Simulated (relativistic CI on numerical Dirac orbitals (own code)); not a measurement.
## Spin-allowed bands of a d2 ion in an octahedral site, by hand

Problem. Take Δ = 28500 cm⁻¹ and B = 790 cm⁻¹ for a d2 ion in an octahedral site. Calculate the three spin-allowed bands.

Working.
1. The terms of highest spin are 3F (energy 0) and 3P (15B = 11850 cm⁻¹). Here the F term splits into A2 at +1.2Δ = 34200, T2 at +0.2Δ = 5700 and T1 at −0.6Δ = -17100 cm⁻¹.
2. The two T1 states mix through the element 0.4Δ: H = [[-17100, 11400], [11400, 11850]], with roots ½(H₁₁ + H₂₂) ∓ ½√[(H₂₂ − H₁₁)² + 4H₁₂²] = ½(-5250) ∓ ½(36850) = -21050 and 15800 cm⁻¹.
3. The ground term is 3T1 at -21050 cm⁻¹.
4. Bands: 3T2 26750 cm⁻¹ (374 nm), 3T1(P) 36850 cm⁻¹ (271 nm), 3A2 55250 cm⁻¹ (181 nm).

Check. Exact diagonalisation of the whole d2 shell with these parameters gives 3T2 26750, 3T1 36850, 3A2 55250 cm⁻¹. The match is exact, since without spin-orbit coupling no other term has this spin. The ratio of the second band to the first, 1.378, depends on Δ/B = 36.1 alone, which is how a Tanabe-Sugano diagram is read.
